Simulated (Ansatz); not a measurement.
A made-up structure of SiHTeO (charge +1), closed shell:

```json
{"atom": "O1", "x (Å)": "0.9924", "y (Å)": "0.5252", "z (Å)": "0.4708"}
{"atom": "Si2", "x (Å)": "-0.3632", "y (Å)": "0.1404", "z (Å)": "-0.2598"}
{"atom": "Te3", "x (Å)": "0.6771", "y (Å)": "-1.6201", "z (Å)": "0.8437"}
{"atom": "H4", "x (Å)": "1.7444", "y (Å)": "1.1372", "z (Å)": "0.4999"}
```

It is relaxed with PBE-D4/def2-SVP and then PBE0-D4/def2-TZVP (Ansatz 0.2.0). Atoms count as bonded within 1.22 times the sum of their covalent radii (H–H: 0.88 Å). The end point is not checked to be a true minimum.

Q: Does its bonding change? (Judge from chemistry; the calculation decides.)

A: By the calculation: No: no bond forms or breaks.

Where it ends: The first stage lowers the energy by 0.76 eV in 10 steps. It ends as SiHTeO ([OH]1[Si][Te]1), total charge +1:
O1  (0.931, 0.584, 0.699)
Si2  (-0.428, 0.179, -0.389)
Te3  (0.781, -1.558, 0.849)
H4  (1.767, 0.977, 0.396)
(Å)

Labels in which every atom is bracketed show which atoms are joined, not bond orders.

For scale, one of the runs: PBE0-D4/def2-TZVP relaxation, 124 basis functions, launched by `ansatz run in.yaml --threads 2 --pin off --events-out ev --progress --plain --max-ram 4352MiB`. Hardware: 2 CPU threads of an Intel Xeon, shared host. Wall time about 37 s.
